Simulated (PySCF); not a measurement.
**Distorted geometries of [Sm4F4]4+**

[Sm4F4]4+ (singlet in the valence; each metal's 4f electrons, 6 of them, lie in its core potential, out of spins and levels). PySCF 2.14.0, RKS BP86, Sm lcecp-0-SVP with ECP52, F def2-SVP; non-relativistic Hamiltonian with scalar-relativistic core potentials where named; density fitting; no spin-orbit coupling. Relaxed geometry:

```xyz
8

Sm    1.4370    1.4370    1.4370
Sm    1.4370   -1.4370   -1.4370
Sm   -1.4370    1.4370   -1.4370
Sm   -1.4370   -1.4370    1.4370
F     0.9795    0.9795   -0.9795
F     0.9795   -0.9795    0.9795
F    -0.9795    0.9795    0.9795
F    -0.9795   -0.9795   -0.9795
```

Order these distorted geometries by energy above the relaxed one, lowest first.
A.
```xyz
8

Sm    1.4260    1.4414    1.4576
Sm    1.4107   -1.4729   -1.3305
Sm   -1.4131    1.5506   -1.4892
Sm   -1.3154   -1.5960    1.5095
F     0.7380    0.9580   -1.0126
F     0.8671   -1.0721    0.8583
F    -0.7832    1.3233    1.0598
F    -0.9302   -1.1323   -1.0528
```
B.
```xyz
8

Sm    1.4682    1.3985    1.4310
Sm    1.4317   -1.3979   -1.4402
Sm   -1.4017    1.4351   -1.4497
Sm   -1.4249   -1.4589    1.4732
F     0.9639    0.9693   -0.9727
F     0.9447   -1.0031    0.9634
F    -0.9692    0.9877    0.9415
F    -1.0127   -0.9307   -0.9465
```
C.
```xyz
8

Sm    1.4012    1.3257    1.3965
Sm    1.3731   -1.5721   -1.6096
Sm   -1.3809    1.4253   -1.3899
Sm   -1.5551   -1.4769    1.5380
F     1.0218    1.2461   -0.7936
F     1.1083   -0.9792    0.9555
F    -1.0364    1.0406    0.9893
F    -0.9319   -1.0094   -1.0861
```

B (0.04 eV), C (0.53 eV), A (0.68 eV).

Which forces (eV/Å) act in the one that lies 0.68 eV up?


```
Sm   0.55  0.43  0.03
Sm   0.22 -0.25 -1.41
Sm  -0.57 -0.08  0.09
Sm  -0.70  0.02 -0.35
F    1.24 -0.07  0.03
F    0.48  0.29  1.23
F   -0.80 -0.60 -0.23
F   -0.43  0.25  0.61
```
Forces carry noise of the integration grid, about 0.01 to 0.03 eV/Å.

An lcecp potential fixes the number of 4f electrons, so in runs with it no electron can move into or out of that shell.
